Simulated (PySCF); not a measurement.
[HfO(H2O)3]2+ at several levels of theory

Computed with PySCF 2.14.0 (density fitting, no spin-orbit coupling) at the geometry relaxed with r2SCAN:

```xyz
11
[HfO(H2O)3]2+ (singlet)
Hf    0.1624    0.0000    0.0000
O     1.8862    0.0000    0.0000
O    -0.0128    2.2397    0.0000
H     0.1530    2.8204    0.7716
H     0.1530    2.8204   -0.7716
O    -2.2942    0.0000    0.0000
H    -2.9014    0.0000    0.7644
H    -2.9014    0.0000   -0.7644
O    -0.0128   -2.2397    0.0000
H     0.1530   -2.8204    0.7716
H     0.1530   -2.8204   -0.7716
```

| level | basis | state | HOMO (eV) | gap (eV) | charge on Hf1 (e) | dipole about the centre of mass (D) | largest force component (eV/Å) |
| --- | --- | --- | --- | --- | --- | --- | --- |
| r2SCAN | Hf def2-SVP with ECP60, O def2-SVP, H def2-SVP | singlet | -16.75 | 3.46 | 1.45 | 7.12 | 0.09 |
| BP86 | the same | singlet | -16.54 | 2.93 | 1.31 | 6.91 | 0.55 |
| TPSS | the same | singlet | -16.44 | 3.00 | 1.38 | 7.04 | 0.64 |
| PBE0 | the same | singlet | -18.06 | 5.26 | 1.45 | 7.25 | 0.69 |
| HF | the same | singlet | -21.59 | 11.95 | 1.85 | 8.44 | 1.87 |

Charges are Mulliken's, which hang on the basis. The relaxation used the grid (50, 194), these runs (75, 302) or, all-electron (x2c bases, spin-free X2C Hamiltonian), (99, 590).

What does r2SCAN with Hf x2c-SVPall, O x2c-SVPall, H x2c-SVPall give here?

state singlet, HOMO (eV) -17.13, gap (eV) 3.37, charge on Hf1 (e) 1.41, dipole about the centre of mass (D) 7.16, largest force component (eV/Å) 1.18. Time: 2.1 min on 2 threads of AMD EPYC 7R43 64-Core Processor (Zen 3), on a shared host, from free ions and atoms.

In the first row's basis the gap widens with exact exchange: 2.9 to 3.5 eV for BP86, TPSS, r2SCAN (none); 5.3 eV for PBE0 (a fixed share); 12.0 eV for Hartree–Fock (rising or full at long range).

No frequency check is given that shows the relaxed geometry to be a minimum.
